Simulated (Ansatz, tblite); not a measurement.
Removing and adding an electron: WO₃. The state is a singlet with charge 0. Geometry: PBE-D4/def2-TZVP. Ansatz, gas phase; energy differences of separate SCF runs; the oxidised species was run as a doublet alone; the reduced species was run as a doublet alone.

| atom | x (Å) | y (Å) | z (Å) |
| --- | --- | --- | --- |
| W1 | 0.258 | -0.244 | -0.353 |
| O2 | -1.251 | -1.016 | 0.022 |
| O3 | -0.133 | 1.384 | -0.816 |
| O4 | 1.126 | -0.124 | 1.148 |

In the def2 sets W takes a core potential; there is no spin–orbit coupling. The xTB rows come from tblite.

Task: Estimate orbital energies and vertical ionisation energies and electron affinities at: GFN1-xTB; GFN2-xTB; PBE-D4/def2-TZVP; PBE-D4/def2-TZVPD; r2SCAN-D4/def2-TZVP; r2SCAN-D4/def2-TZVPD; PBE0-D4/def2-TZVP; PBE0-D4/def2-TZVPD.

Result: 
```
               level  −HOMO (eV)  vertical IE (eV)  −LUMO (eV)  vertical EA (eV)  HOMO–LUMO gap (eV)  IE − EA (eV)                                  remarks
            GFN1-xTB       12.43             16.04        8.28              5.08                4.14         10.95                                        –
            GFN2-xTB       11.92             15.78       10.26              6.69                1.67          9.09                                        –
    PBE-D4/def2-TZVP        7.26             10.80        5.52                 –                1.74             –                                        –
   PBE-D4/def2-TZVPD        7.33                 –        5.56              2.88                1.77             –  restricted SCF unstable in HF (singlet)
 r2SCAN-D4/def2-TZVP        7.59             10.91        5.36                 –                2.23             –  restricted SCF unstable in HF (singlet)
r2SCAN-D4/def2-TZVPD        7.63                 –        5.37              3.09                2.26             –  restricted SCF unstable in HF (singlet)
   PBE0-D4/def2-TZVP        8.84             11.09        4.88                 –                3.96             –  restricted SCF unstable in HF (singlet)
  PBE0-D4/def2-TZVPD        8.88                 –        4.90              3.17                3.98             –  restricted SCF unstable in HF (singlet)
```

Relaxing the oxidised species (PBE-D4/def2-TZVP) changes its energy by -0.08 eV at PBE-D4/def2-TZVP, so the adiabatic ionisation energy to this nearest minimum is 10.72 eV. At PBE0-D4/def2-TZVP it is 11.04 eV.  Run but left out: HF/def2-TZVPP, MP2/def2-TZVPP, CCSD/def2-TZVPP, CCSD(T)/def2-TZVPP (flagged by the program: large difference).   Raw xTB energy differences between charge states are shifted by several eV; the methods need an empirical correction for them.
